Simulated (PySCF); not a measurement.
**Ga⁺: ionisation energy**

Ga⁺ [Ar] 3d10 4s2 (1S) → Ga²⁺ [Ar] 3d10 4s1 (2S), as a difference of total energies. Calculation: PySCF 2.14, in x2c-QZVPPall; the spin-free X2C one-electron Hamiltonian (Gaussian nucleus). Correlated levels: valence: [Ar] 3d10 frozen; valence and next inner shell: [Ne] frozen. The calculations carry no spin-orbit coupling.

```tsv
method	ionisation energy (eV)	error (eV)
UHF	18.750	-1.765
LDA	21.166	+0.651
PBE	20.790	+0.275
PBE0	20.443	-0.072
r2SCAN	20.525	+0.010
PW91	20.869	+0.354
B3LYP	20.853	+0.338
M06	21.063	+0.548
r2SCAN0	20.313	-0.202
MP2 (valence)	19.493	-1.022
SCS-MP2 (valence)	19.642	-0.873
MP2 (valence and next inner shell)	20.372	-0.143
SCS-MP2 (valence and next inner shell)	20.360	-0.155
```

Reference: 20.515 eV (measured; NIST Atomic Spectra Database, ionization energies).

Errors of the correlated levels include the incompleteness of this basis and the frozen core.
